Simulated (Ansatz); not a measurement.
`O[SiH](F)O[SiH2]Cl` + H–F → `O[SiH](F)O[SiH2]F` + HCl  (ligand exchange at the Si–Cl bond)

Computed with Ansatz on PBE0-D4/def2-TZVP structures; ΔE is electronic, products minus reactants. CBS: MP2 limit from def2 TZ/QZ plus the TZ coupled-cluster correction, frozen cores. This one scheme is used for every species. Functionals use def2-TZVPP. One conformer a species, not always the lowest.

`O[SiH](F)O[SiH2]Cl`:

```xyz
10

O     1.452   -0.872   -1.289
Si    0.164   -1.383   -0.453
F     0.618   -2.125    0.877
O    -0.798   -0.153    0.006
Si   -0.849    1.338    0.643
Cl    1.034    2.174    0.559
H     1.956   -0.123   -0.964
H    -0.587   -2.324   -1.286
H    -1.239    1.280    2.066
H    -1.750    2.187   -0.160
```

H–F:

Cartesian coordinates in Å:
```
F 0.221 0.369 -0.162
H -0.221 -0.369 0.162
```

`O[SiH](F)O[SiH2]F`:

```xyz
10

O     0.221   -1.924   -1.637
Si    0.654   -1.134   -0.292
F     0.182   -1.932    1.001
O    -0.048    0.326   -0.224
Si   -0.540    1.625    0.614
F     0.691    2.220    1.429
H    -0.705   -2.039   -1.852
H     2.116   -1.038   -0.286
H    -1.580    1.242    1.592
H    -0.991    2.653   -0.344
```

HCl:

Z-matrix (Å, degrees):
```
Cl
H 1 1.279
```

| level | ΔE (eV) |
| --- | --- |
| BHLYP-D4 | -0.47 |
| RPA@PBE/def2-TZVPP | -0.50 |

Q: What does CCSD(T)/CBS give? (Best estimate.)

A: The calculation gave: -0.42 eV. The listed levels differ from it by -0.05, -0.08 eV.

Largest T1 diagnostic among the species: 0.012.

In def2-TZVPP, CCSD(T) changes the Hartree–Fock value by +0.14 eV (the triples alone add +0.03 eV) and MP2 by +0.20 eV. Leaving LDA and LC-ωPBE aside and taking each functional with its dispersion term where it has one, the values, not all of them listed here, spread over 0.21 eV, from CAM-B3LYP-D4 to revPBE-D4. The D4 term adds +0.09 eV with B3LYP and +0.05 eV with PBE0; it sums over pairs of atoms, weighted by their polarisabilities, and B3LYP, whose exchange is more repulsive, gets the larger term.

B3LYP here is the variant with VWN-RPA as its local correlation; programs differ in this.
